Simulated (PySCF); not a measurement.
Constitutional and geometric isomers with formula CH6Si2. Isolated molecules, 0 K electronic values unless said otherwise. Strings in code marks are SMILES.

Quantity: vertical ionisation energy (energy after one electron is removed minus that of the parent at the parent's geometry), in eV.

Level 1: SVWN5/6-31G* // PBE-D3(BJ)/def2-TZVP (PySCF)
Level 2: minus the HOMO energy of HF/STO-3G // PBE-D3(BJ)/def2-TZVP (PySCF)
Level 3: minus the HOMO energy of SVWN5/6-31G* // PBE-D3(BJ)/def2-TZVP (PySCF)
Level 4: HF/6-31G* // PBE-D3(BJ)/def2-TZVP (PySCF)

```csv
species,level 2,level 3,level 4
`C=[SiH][SiH3]`,5.43,5.58,6.97
`[SiH2]=C[SiH3]`,5.61,5.86,7.38
`C[SiH]=[SiH2]`,3.74,5.02,6.56
```

### Question
What does level 1 give for each, and how far do the other levels lie from it on average?

### Answer

- `C=[SiH][SiH3]`: 8.71
- `[SiH2]=C[SiH3]`: 8.84
- `C[SiH]=[SiH2]`: 7.89
Mean absolute difference from level 1, which has limits of its own, over these rows (drawn at random from the members that have all these levels): level 2 3.55 eV, level 3 3.00 eV, level 4 1.51 eV.
